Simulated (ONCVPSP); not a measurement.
## Pseudopotential generation for beryllium: ONCV, BLYP, scalar-relativistic.

The input file (ONCVPSP 4.0.1):

```
# ATOM AND REFERENCE CONFIGURATION
# atsym  z   nc   nv     iexc    psfile
  Be 4.00    0    3  -106131      upf
#
#   n    l    f
    1    0    2.00
    2    0    1.00
    2    1    1.00
#
# PSEUDOPOTENTIAL AND OPTIMIZATION
# lmax
    1
#
#   l,   rc,      ep,       ncon, nbas, qcut
    0    0.85    0.00    3    6   11.80
    1    4.00    0.00    4    8    3.90
#
# LOCAL POTENTIAL
# lloc, lpopt,  rc(5),   dvloc0
    4    4    0.55    6.00
#
# VANDERBILT-KLEINMAN-BYLANDER PROJECTORs
# l, nproj, debl
    0    2    0.50
    1    2    1.10
#
# MODEL CORE CHARGE
# icmod, fcfact, rcfact
    0    0.00    0.00
#
# LOG DERIVATIVE ANALYSIS
# epsh1, epsh2, depsh
   -5.00    5.00    0.04
#
# OUTPUT GRID
# rlmax, drl
    6.00    0.01
#
# TEST CONFIGURATIONS
# ncnf
    4
# nvcnf
#   n    l    f
    3
    1    0    2.00
    2    0    2.00
    2    1    0.00
#
    3
    1    0    2.00
    2    0    1.00
    2    1    0.00
#
    3
    1    0    2.00
    2    0    0.00
    2    1    0.00
#
    3
    1    0    2.00
    2    0    1.50
    2    1    0.00
#
```

Command:

```bash
oncvpsp.x < Be.dat > Be.out
```

Output (shortened: citation, most of the input echo, consistency checks and plot data are left out):

```
ONCVPSP  (Optimized Norm-Conservinng Vanderbilt PSeudopotential)
scalar-relativistic version 4.0.1

#   n    l    f        energy (Ha)
    1    0    2.00    -3.9665073E+00
    2    0    1.00    -2.2120609E-01
    2    1    1.00    -8.9113099E-02

Reference configufation results
  iterations    30
  all-electron total energy (Ha)   -1.45333031D+01

Begin loop to  construct optimized pseudo wave functions
and semi-local pseudopoentials for all angular momenta

Calculating optimized projector #   1

 for l=   0

    Fraction of norm inside rc  0.935522
    Optimizing pswf for qcut=  11.78 a_B^-1,  ecut=  69.41 Ha
    Residual kinetic energy error=  1.15D-04 Ha

    Energy error per electron        Cutoff
         Ha          eV             Ha
         0.01000     0.27211       48.54
         0.00100     0.02721       59.49
         0.00010     0.00272       71.18

Calculating optimized projector #   2

 for l=   0

    Fraction of norm inside rc  0.025661
    Optimizing pswf for qcut=  11.78 a_B^-1,  ecut=  69.41 Ha
    Residual kinetic energy error=  3.50D-05 Ha

    Energy error per electron        Cutoff
         Ha          eV             Ha
         0.01000     0.27211       34.46
         0.00100     0.02721       51.04
         0.00010     0.00272       63.88
         0.00001     0.00027       99.41

   Wellstate for l =  1  n =  5
     eigenvalue =   1.0109
     asymptotic potential =   1.5109
     half-point radius =  7.7927

Calculating optimized projector #   1

 for l=   1

    Fraction of norm inside rc  0.758451
    Optimizing pswf for qcut=   3.90 a_B^-1,  ecut=   7.60 Ha
    Residual kinetic energy error=  5.50D-09 Ha

    Energy error per electron        Cutoff
         Ha          eV             Ha
         0.01000     0.27211        2.39
         0.00100     0.02721        3.66
         0.00010     0.00272        4.74
         0.00001     0.00027        5.58

Calculating optimized projector #   2

 for l=   1

    Fraction of norm inside rc  0.273641
    Optimizing pswf for qcut=   3.90 a_B^-1,  ecut=   7.60 Ha
    Residual kinetic energy error=  1.97D-06 Ha

    Energy error per electron        Cutoff
         Ha          eV             Ha
         0.01000     0.27211        4.05
         0.00100     0.02721        5.24
         0.00010     0.00272        6.30
         0.00001     0.00027        7.20

Construct Vanderbilt / Kleinmman-Bylander projectors

B matrix Hermiticity error, ll=   0
   1   2    1.5964E-04

  Orthonormal projector coefficients -1.3704E+01 -3.2289E+00

B matrix Hermiticity error, ll=   1
   1   2    1.6117E-06

  Orthonormal projector coefficients -5.0398E+00 -2.4525E-01

Pseudoatom total energy  -14.127366

Diagnostic tests using Vanderbilt-Kleinman-Bylander pseudopotentials
  1 or more projectors used as specified by nproj input data

   l    rcore       rmatch      e in        delta e   norm test  slope test

   0   0.8532584   0.8791652  -3.9665073  -0.0000582   1.0000827   1.0000584
   0   0.8532584   0.8791652  -0.2212061   0.0000038   1.0000301   1.0000316

   1   4.0175159   4.1394964  -0.0891131  -0.0000001   1.0001359   1.0001374
   1   4.0175159   4.1394964   1.0108869   0.0000001   0.9999913   0.9999913

 Testing for bound ghosts
   n   l    E NL Schr. Eq   E Basis Diag.   E Cutoff

   1   0       -3.966565       -3.966249    174.80
   2   0       -0.221202        0.347423    174.80

   2   1       -0.089113       -0.088929     18.73

 Testing for highly-localized positive-energy ghosts
       l    <radius>/rc     E Basis Diag.   E Cutoff

Test configuration 0

   n   l     f        eae           eps        diff
   1   0  2.0000   -3.96650728   -3.96656548   -5.82D-05
   2   0  1.0000   -0.22120609   -0.22120232    3.76D-06
   2   1  1.0000   -0.08911310   -0.08911317   -7.54D-08

    Total energies and differences
      AE_ref= -1.45333031D+01  AE_tst= -1.45333031D+01  dif=  0.00D+00
      PS_ref= -1.41273663D+01  PS_tst= -1.41273663D+01  dif=  1.60D-14
      PSP excitation error= -1.60D-14

Test configuration 1

   n   l     f        eae           eps        diff
   1   0  2.0000   -3.91690990   -3.90399530    1.29D-02
   2   0  2.0000   -0.20095006   -0.19882788    2.12D-03

    Total energies and differences
      AE_ref= -1.45333031D+01  AE_tst= -1.46644557D+01  dif= -1.31D-01
      PS_ref= -1.41273663D+01  PS_tst= -1.42577588D+01  dif= -1.30D-01
      PSP excitation error= -7.60D-04

Test configuration 2

psatom: WARNING lschvkbb convergence error n,l,iter=   2   1   6
ea(ii),et,emin,emax -9.898635E-02 -1.027526E-01 -1.027526E-01 -1.027526E-01
run_config: WARNING for fully non-local PS atom, stg. 1
 WARNING no output for configuration 3

Test configuration 3

psatom: WARNING lschvkbb convergence error n,l,iter=   2   1   5
ea(ii),et,emin,emax -1.020462E-01 -1.112247E-01 -1.112247E-01 -1.112247E-01
run_config: WARNING for fully non-local PS atom, stg. 1
 WARNING no output for configuration 4

Test configuration 4

psatom: WARNING lschvkbb convergence error n,l,iter=   2   1   9
ea(ii),et,emin,emax -9.851738E-02 -1.005768E-01 -1.005768E-01 -1.005768E-01
run_config: WARNING for fully non-local PS atom, stg. 1
 WARNING no output for configuration 5
```

The run took about 2.1 s on one core of a shared server CPU.
